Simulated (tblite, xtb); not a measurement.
Br3Sn (SMILES [Br][Sn]([Br])[Br]), doublet, geometry from GFN2-xTB (such geometries of metal compounds can be far from the true shape) (the spin is typed, not shown lowest). Base run: GFN1-xTB (xtb).

The xtb input:
```
$ xtb mol.xyz --gfn 1 --uhf 1 --json

# file mol.xyz
4

Sn    -0.30559618     0.27078947     0.55707516
Br    -1.69678763    -1.64465708    -0.53914098
Br     0.10094843     2.02068988    -1.33464601
Br     2.03240517    -0.76287491     1.07796533
```

Programs used: tblite, xtb; a row that names a program was run with it.

The base run was repeated with changes; each row names its change, and settings that it needs were set with it.

```tsv
change	ΔE vs base (mEh)	dipole (D)	G_solv (kcal/mol)	SCF cycles
base	0.000	4.03	-	9
alpb = methanol	-12.203	4.09	-7.68	10
etemp = 3000	-8.927	3.79	-	10
program = tblite; method = gfn1; option = --grad	-0.014	-	-	-
acc = 1000	0.000	4.04	-	7
etemp = 5000	-24.722	3.67	-	11
alpb = ch2cl2	-12.618	4.08	-7.93	9
etemp = 10000	-81.816	3.31	-	11
gbsa = thf	-12.161	4.10	-7.66	9
program = tblite; method = gfn1; option = (--etemp, 2000)	-3.138	-	-	-
program = tblite; method = gfn1; option = (--alpb, water)	-3.938	-	-	-
```

ALPB and GBSA are two models with their own fitted parameters for each solvent, which aren't always the measured dielectric constant.
